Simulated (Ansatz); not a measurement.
Consider the ligand exchange at the Si–C bond: `C=C(F)[SiH](O)O` + `N[SiH](F)F` → `O[SiH](O)N[SiH](F)F` + `C=CF`.

Calculated with Ansatz (gas phase, PBE0-D4/def2-TZVP geometries, no zero-point term in ΔE). CCSD(T)/CBS adds triple-zeta CCSD(T) − MP2 to the extrapolated MP2 energy (def2 sets, frozen cores). This one scheme is used for every species. Functionals use def2-TZVPP. B3LYP here is the variant with VWN-RPA as its local correlation; programs differ in this. One conformer a species, not always the lowest.

`C=C(F)[SiH](O)O`:

Cartesian coordinates in Å:
```
C 1.362 -0.249 -1.261
C 0.292 0.376 -0.802
F -0.007 1.615 -1.285
Si -0.919 -0.234 0.501
O -0.243 -1.422 1.392
O -1.307 1.058 1.431
H 2.007 0.191 -2.014
H 1.600 -1.234 -0.881
H -2.116 -0.846 -0.111
H 0.481 -1.183 1.974
H -1.151 1.927 1.056
```

`N[SiH](F)F`:

Cartesian coordinates in Å:
```
N 0.040 -0.913 -0.520
Si 0.073 0.555 0.303
F 0.092 1.722 -0.772
F -1.213 0.850 1.191
H 0.313 -1.772 -0.072
H -0.543 -1.071 -1.325
H 1.239 0.630 1.195
```

`O[SiH](O)N[SiH](F)F`:

```xyz
12

O    -0.621   -1.346    1.912
Si    0.454   -0.684    0.881
O     0.602   -1.647   -0.435
N    -0.179    0.818    0.342
Si   -0.596    1.211   -1.254
F    -0.832    2.779   -1.311
F     0.618    0.865   -2.225
H    -0.360   -2.134    2.390
H     1.761   -0.507    1.560
H     1.279   -1.436   -1.080
H    -0.345    1.537    1.033
H    -1.780    0.545   -1.812
```

`C=CF`:

Z-matrix (Å, degrees):
```
C
C 1 1.316
H 1 1.081 2 119.2
H 1 1.082 2 121.6 3 -180.0
F 2 1.336 1 122.3 3 180.0
H 2 1.084 1 125.7 3 0.0
```

```csv
level,ΔE (kcal/mol)
B3LYP-D4,-19.0
r2SCAN,-19.1
HF/def2-QZVPP,-21.4
HF/CBS(def2),-21.5
```

(1) What does CCSD(T)/CBS give? (Estimate.)

Largest T1 diagnostic among the species: 0.012.

## Answers

(1) Computed: -19.4 kcal/mol. The listed levels differ from it by 0.4, 0.3, -2.0, -2.1 kcal/mol.

In def2-TZVPP, CCSD(T) changes the Hartree–Fock value by +1.5 kcal/mol (the triples alone add +0.3 kcal/mol) and MP2 by +1.2 kcal/mol. The D4 term adds −0.8 kcal/mol with B3LYP and −0.5 kcal/mol with PBE0; it sums over pairs of atoms, weighted by their polarisabilities, and B3LYP, whose exchange is more repulsive, gets the larger term.
